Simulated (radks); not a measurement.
Values are calculated unless marked as measured or tabulated.
Excited configurations of Br III: one electron is placed in a higher orbital outside [Ar] 3d10 4s2 4p2. The ground configuration is [Ar] 3d10 4s2 4p3. Level of theory: scalar-relativistic Kohn-Sham, PBEsol, spin-unpolarised, spherical densities, finite nucleus; Fermi nuclear charge, rms radius 4.1629 fm (a radial shooting solver on a logarithmic mesh with Libxc functionals). Excitation = E - E(ground); binding = E(ion) - E, where the ion is the core of charge +3; n* = 3/sqrt(2 binding) in atomic units, and the quantum defect is n - n*.

outer orbital,excitation (eV),binding (eV),n*,quantum defect,eigenvalue (eV),<r> (bohr)
4f,26.003,8.007,3.911,0.089,-6.292,5.505
5s,17.287,16.722,2.706,2.294,-14.164,3.767
5p,20.661,13.348,3.029,1.971,-11.241,4.427
5f,28.612,5.397,4.763,0.237,-4.430,9.474
6s,24.961,9.049,3.679,2.321,-7.754,6.949
7s,28.332,5.677,4.644,2.356,-4.915,11.06

The Delta-SCF ionisation energy is 34.009 eV (NIST Atomic Spectra Database: 34.87 eV, measured). Self-interaction in the functional shifts the binding energies and quantum defects, so they are the method's values and not measured ones. Spin polarisation and multiplet splitting are left out, so open shells lie too high by an amount that depends on their filling.

Beside tabulated values, note that spin-unpolarised runs miss the spin-polarisation part of the exchange energy of open shells.
